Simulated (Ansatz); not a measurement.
Geometry optimisation, UKS PBE-D4/def2-SVP in Ansatz.

The input (input.yaml):

```yaml
crystal:
  periodic: [false, false, false]
  atoms:
    - { symbol: B, position_ang: [0.242555, -0.145381, 0.004508] }
    - { symbol: F, position_ang: [1.005449, -0.213371, 1.109613] }
    - { symbol: H, position_ang: [0.796137, -0.19297, -1.077803] }
    - { symbol: O, position_ang: [-1.084689, -0.026817, 0.127912] }
    - { symbol: H, position_ang: [-1.303123, -0.012001, 1.123176] }
    - { symbol: "N", position_ang: [-0.869845, -0.052759, 2.741425] }
    - { symbol: H, position_ang: [-0.437435, -0.911952, 3.136717] }
    - { symbol: H, position_ang: [-0.270449, 0.70855, 3.117953] }
magnetization:
  spin_polarized: true
  initial_magnetization: 1
basis:
  gaussian: { orbitals: def2-SVP }
hamiltonian:
  xc: pbe
  dispersion: d4
relax:
  f_tol: 0.03
  max_steps: 50
output:
  orbitals: {}
```

Run as:

```bash
$ ansatz run input.yaml --threads 2 --pin off --max-ram 3072MiB --backend cpu --events-out ev --progress --plain --runs-dir out
```

Where does it end, and by what steps?

The run converged. After 6 steps the energy has fallen by 0.058 eV; F2 moved furthest, 0.27 Å.

| step | energy less start (eV) | largest force component (eV/Å) | accepted |
| --- | --- | --- | --- |
| 0 | 0.0000 | 0.690 | yes |
| 1 | -0.0444 | 0.188 | yes |
| 2 | -0.0522 | 0.212 | yes |
| 3 | -0.0499 | 0.348 | no |
| 4 | -0.0566 | 0.087 | yes |
| 5 | -0.0580 | 0.080 | yes |
| 6 | -0.0581 | 0.027 | yes |

```xyz
8
Properties=species:S:1:pos:R:3
B 0.296 -0.151 -0.080
F 1.205 -0.232 0.927
H 0.708 -0.187 -1.224
O -1.009 -0.035 0.189
H -1.198 -0.019 1.193
N -0.966 -0.043 2.813
H -0.557 -0.903 3.232
H -0.401 0.723 3.234
```

Whether the end is a true minimum wasn't checked by a vibrational analysis.

Run time: 11 s on 2 threads of Intel(R) Xeon(R) Platinum 8488C (Sapphire Rapids), on a shared host, peak memory 0.18 GiB.
